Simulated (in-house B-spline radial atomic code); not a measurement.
Values are calculated unless marked as measured or tabulated.
# Softness against transferability: the 2s channel of Be

Be, [He] 2s2, non-relativistic PBE, spherical and spin-unpolarised, from an all-electron radial atomic-structure program (B-spline basis) (atomic units). The all-electron 2s level is ε = -0.206120 hartree, its outermost node lies just inside 0.60 bohr and its outer maximum at 2.04 bohr.

Troullier-Martins pseudo-orbitals are made for several radii. The cutoffs (hartree) are the plane-wave energies beyond which the orbital holds less than the named kinetic energy per electron. The phase error is the difference, pseudo minus all-electron, of arctan(R P'/P) at R = 3.15 bohr for all radii, half a hartree below and above the level.

```json
{"r_c (bohr)": "1.53", "V_l(0) (hartree)": "1.10", "cutoff for 10 mEh": "2.98", "for 1 mEh": "6.2", "for 0.1 mEh": "16.8", "phase error at ε − 0.5 (mrad)": "-0.2", "at ε + 0.5 (mrad)": "-2.5"}
{"r_c (bohr)": "1.77", "V_l(0) (hartree)": "1.14", "cutoff for 10 mEh": "2.98", "for 1 mEh": "6.06", "for 0.1 mEh": "16.1", "phase error at ε − 0.5 (mrad)": "-0.2", "at ε + 0.5 (mrad)": "-2.6"}
{"r_c (bohr)": "2.03", "V_l(0) (hartree)": "0.65", "cutoff for 10 mEh": "2.6", "for 1 mEh": "5.38", "for 0.1 mEh": "13.9", "phase error at ε − 0.5 (mrad)": "-0.3", "at ε + 0.5 (mrad)": "-4.1"}
{"r_c (bohr)": "2.3", "V_l(0) (hartree)": "0.23", "cutoff for 10 mEh": "1.69", "for 1 mEh": "4.62", "for 0.1 mEh": "11.3", "phase error at ε − 0.5 (mrad)": "-0.6", "at ε + 0.5 (mrad)": "-7.6"}
{"r_c (bohr)": "2.56", "V_l(0) (hartree)": "-0.04", "cutoff for 10 mEh": "0.769", "for 1 mEh": "3.81", "for 0.1 mEh": "9.16", "phase error at ε − 0.5 (mrad)": "-1.1", "at ε + 0.5 (mrad)": "-13.5"}
{"r_c (bohr)": "2.85", "V_l(0) (hartree)": "-0.23", "cutoff for 10 mEh": "0.673", "for 1 mEh": "3.08", "for 0.1 mEh": "6.48", "phase error at ε − 0.5 (mrad)": "-2.1", "at ε + 0.5 (mrad)": "-23.0"}
```

**Question.** Which radius needs the lowest cutoff for 0.1 mEh while both phase errors stay within 7.7 mrad?

**Answer.** The radii within that limit are 1.53, 1.77, 2.03, 2.3 bohr; of these r_c = 2.3 needs the least, 11.3 hartree, that is 22.6 Ry or 307 eV.

**Question.** What does the larger radius buy, and what does it cost?

**Answer.** From r_c = 1.53 to 2.85 bohr the cutoff for 1 mEh goes from 6.2 to 3.08 hartree, a factor of 2.01, against 3.47 for a pure 1/r_c² scaling, end to end; step by step it is 6.2, 6.06, 5.38, 4.62, 3.81, 3.08, and for 0.1 mEh 16.8, 16.1, 13.9, 11.3, 9.16, 6.48; the number of plane waves goes as the cutoff to the power 3/2, here a factor of 2.9. The larger of the two phase errors is least at r_c = 1.53 bohr, 2.5 mrad; it is 2.5 at the smallest radius and 23.0 at the largest. These errors test the reference atom alone. Large radii also let the cores of neighbours overlap, which an atom doesn't show.
